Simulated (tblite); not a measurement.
C5H14N2.
SMILES with atom numbers: `[CH3:1][CH2:2][CH2:3][CH2:4][NH:5][NH:6][CH3:7]` (hydrogens: H8, H9, H10 on C1; H11, H12 on C2; H13, H14 on C3; H15, H16 on C4; H17 on N5; H18 on N6; H19, H20, H21 on C7)

Structure optimised with GFN2-xTB, isolated species.

Question: What internal coordinates does the optimisation give?

Answer: 
| bond | length (pm) | order |
| --- | --- | --- |
| C1–C2 | 152.3 | single |
| C2–C3 | 152.7 | single |
| C3–C4 | 152.9 | single |
| C4–N5 | 146.3 | single |
| N5–N6 | 141.0 | single |
| N6–C7 | 145.6 | single |
| C1–H8, C1–H9, C1–H10 | 108.8 | single |
| C2–H11, C2–H12 | 109.1 | single |
| C3–H13, C3–H14 | 109.3 | single |
| C4–H15 | 110.3 | single |
| C4–H16 | 109.3 | single |
| N5–H17 | 101.7 | single |
| N6–H18 | 101.6 | single |
| C7–H19, C7–H20 | 109.0 | single |
| C7–H21 | 109.9 | single |

Bonds in one row agree within 1 pm and their mean is given. Orders are formal, as drawn. A selection of angles:
| angle | degrees |
| --- | --- |
| C2–C1–H8 | 110.6 |
| H8–C1–H9 | 108.4 |
| C1–C2–C3 | 111.9 |
| C1–C2–H11 | 109.5 |
| C3–C2–H11 | 109.0 |
| H11–C2–H12 | 107.5 |
| C2–C3–C4 | 111.8 |
| C2–C3–H13 | 109.9 |
| C4–C3–H13 | 108.6 |
| H13–C3–H14 | 107.2 |
| C3–C4–N5 | 111.2 |
| C3–C4–H15 | 109.4 |
| N5–C4–H15 | 113.0 |
| N5–C4–H16 | 106.0 |
| H15–C4–H16 | 107.8 |
| C4–N5–N6 | 117.9 |
| C4–N5–H17 | 109.7 |
| N6–N5–H17 | 107.2 |
| N5–N6–C7 | 117.1 |
| N5–N6–H18 | 107.8 |
| C7–N6–H18 | 110.3 |
| N6–C7–H19 | 108.6 |
| N6–C7–H20 | 107.5 |
| N6–C7–H21 | 114.9 |
| H19–C7–H20 | 108.6 |
| H20–C7–H21 | 108.5 |

Torsions: C1–C2–C3–C4 -177° (antiperiplanar); C2–C3–C4–N5 59° (synclinal); C3–C4–N5–N6 67° (synclinal); C4–N5–N6–C7 54° (synclinal). The mirror-image conformer, all signs reversed, is as good.

N5 (hydrazine nitrogen) is pyramidal (angles 117.9°, 109.7° and 107.2°, sum 334.8°, 0.38 Å off the plane of its three neighbours). Of the pairs four or more bonds apart, N5···H12 is among the closest relative to their van der Waals radii: 2.56 Å, 93 % of the sum of Bondi's values. N6 (hydrazine nitrogen) is pyramidal (angles 117.1°, 110.3° and 107.8°, sum 335.1°, 0.37 Å off the plane of its three neighbours).

Point group: C1 (no symmetry element, even within 0.4 Å). Its GFN2-xTB frequencies are all real (lowest 50 cm⁻¹). The numbers are those of one conformer. 3 starts were optimised and ended at 0.00, 1.40 and 2.14 kcal/mol (GFN2-xTB); the lowest of these is shown.

The run took 0.76 s wall on one thread, Intel Xeon 6975P-C (x86_64), on a shared host. That covers the optimisation of the geometry.

All values are computed, not measured.
